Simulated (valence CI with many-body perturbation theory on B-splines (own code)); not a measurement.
# Bi¹¹⁺: one-electron terms

Calculated by configuration interaction combined with many-body perturbation theory (CI+MBPT): four valence electrons over a frozen Dirac-Fock core [Xe] 4f14, a basis of 9 s, 9 p, 10 d, 8 f, 5 g, 3 h, 1 i functions for each j, with the one-electron correlation potential Σ1, the two-electron term Σ2, the three-electron term Σ3, Breit, model QED; selected CI, second order for the rest, scaled by the run's own slope (own B-spline code, finite nucleus).

No measured spectrum was set against this ion. As an estimate, terms of the open shell hold to 2 to 4 % of their energy, and close levels can change places. Core correlation moves these levels by up to 15000 cm⁻¹, and in measured spectra 5 to 20 % of such shifts remained as error; rates that hang on mixing are uncertain with them. The list stops below the first excitations out of the core. Only levels of the ground parity were solved; by the run's estimate the other parity begins above the list, which can be wrong where configurations are misplaced.

These are the spectroscopic orbitals of the CI (the correlating ones are not listed), shaped by the core and the other valence electrons. h is the expectation value of the core's Dirac-Fock operator, without the valence repulsion; Σ1 is computed up to l = 3 at one energy for each symmetry, that of its lowest orbital but kept below the first core excitation, so for empty shells it is not the orbital's own correlation shift; Breit and QED include the response of the core.

```tsv
Orbital	h (hartree)	Σ1 (cm⁻¹)	Breit (cm⁻¹)	QED (cm⁻¹)	⟨r⟩ (bohr)
6s1/2	-7.7377	-11944	755	750	1.603
7s1/2	-4.7595	-4036	359	349	2.632
8s1/2	-3.239	-1962	196	192	3.905
6p1/2	-7.0357	-9797	1131	20.2	1.718
7p1/2	-4.4092	-3668	559	10.4	2.794
8p1/2	-3.0379	-1862	312	6.0	4.120
6p3/2	-6.673	-7725	540	70.2	1.822
7p3/2	-4.2309	-3074	277	36.2	2.919
8p3/2	-2.9359	-1599	180	20.9	4.269
5d3/2	-10.022	-15999	910	-247	1.045
6d3/2	-5.5766	-4981	341	-58.0	2.069
7d3/2	-3.6615	-2322	178	-28.6	3.282
5d5/2	-9.8523	-14973	334	-156	1.068
6d5/2	-5.5091	-4882	165	-31.4	2.098
7d5/2	-3.6263	-2300	91.7	-15.1	3.317
5f5/2	-6.7547	-18130	-136	-107	1.422
6f5/2	-4.2431	-5579	-36.5	-44.4	2.603
5f7/2	-6.7291	-16610	-280	-89.4	1.431
6f7/2	-4.2287	-5213	-104	-36.3	2.614
5g7/2	-4.5043		-50.9	-12.1	2.118
5g9/2	-4.5062		-56.9	-11.4	2.117
```

Among the shells of the start configuration 5d4, Σ1 is largest in size for 5d3/2, where it is 0.73 % of h.

Lowest root of each symmetry, sizes in configuration state functions:

| J | Parity | Roots | Reference | Variational | Second order | Change by selected CI (cm⁻¹) | Change by second order (cm⁻¹) |
| --- | --- | --- | --- | --- | --- | --- | --- |
| 0 | even | 7 | 21 | 15997 | 251872 | -8674 | -6 |
| 1 | even | 8 | 44 | 30536 | 593394 | -7292 | -12 |
| 2 | even | 12 | 64 | 29803 | 883858 | -7314 | -34 |
| 3 | even | 10 | 58 | 28375 | 1193905 | -7865 | -67 |
| 4 | even | 10 | 50 | 28069 | 1065032 | -8617 | -80 |
| 5 | even | 4 | 29 | 28843 | 907877 | -8454 | -57 |
| 6 | even | 3 | 15 | 27533 | 749988 | -8609 | -27 |
